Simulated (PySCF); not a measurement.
MoFCl + HCl → MoHF + Cl₂

Level: PBE0 in the def2-TZVP basis family, computed in PySCF with density fitting; scalar-relativistic core potentials for atoms from Rb on, none lighter, no spin–orbit coupling; open shells unrestricted.

```
species                                       state and structure  ZPE (kJ/mol)  H(298 K) − H(0) (kJ/mol)  S° (J/(mol K))
  MoFCl  quintet, Cs, Mo–Cl 2.261 Å, Mo–F 1.868 Å; Cl–Mo–F 132.3°           7.0                      13.0           309.8
    HCl                                singlet, C∞v, H–Cl 1.279 Å          17.9                       8.7           186.6
   MoHF    quintet, Cs, Mo–F 1.868 Å, Mo–H 1.710 Å; F–Mo–H 117.2°          17.9                      10.9           271.9
    Cl₂                               singlet, D∞h, Cl–Cl 1.982 Å           3.5                       9.1           222.5
```

Task: Is the gas-phase reaction uphill or downhill in electronic energy at this level, and by how much?

Result: At PBE0/def2-TZVP, ΔE = 327.0 kJ/mol, uphill. 

Task: Add zero-point, thermal and entropy terms for 298.15 K and 1 bar.

Result: ΔZPE = -3.5 and Δ[H(298) − H(0)] = -1.7 kJ/mol give ΔH° = 321.8 kJ/mol. ΔS° = -2.0 J/(mol K), so ΔG° = 321.8 − 298.15 × (-0.0020) = 322 kJ/mol.

Open d or f shells are single determinants, so the state found may not be the ground state. Only the bonding shown was studied: isomers, or loss of a ligand pair, can lie lower.
